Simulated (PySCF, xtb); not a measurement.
CH8O2Si3, SMILES C[Si@H]1O[SiH2][Si@@H]1O. Other conformers were not sampled.

Harmonic wavenumbers (cm⁻¹) from GFN2-xTB in xtb at its own minimum, in rising order: 81, 101, 113, 135, 160, 230, 291, 340, 358, 369, 417, 421, 576, 587, 615, 647, 656, 717, 763, 777, 801, 813, 827, 837, 871, 1370, 1489, 1490, 2142, 2178, 2197, 2234, 3033, 3035, 3046, 3685.

**Question.** What does PySCF with B3LYP-D3(BJ)/def2-SVP give at its own minimum? (The exact figures need the calculation; the answer reports its results.)

**Answer.** 70, 106, 142, 161, 178, 256, 267, 333, 398, 408, 464, 596, 640, 693, 710, 721, 747, 764, 767, 849, 899, 900, 909, 916, 972, 1266, 1425, 1432, 2188, 2198, 2208, 2218, 3028, 3120, 3128, 3868. Paired by order, the mean absolute difference is 59 cm⁻¹ and the zero-point energies are 54.9 and 57.1 kcal/mol.
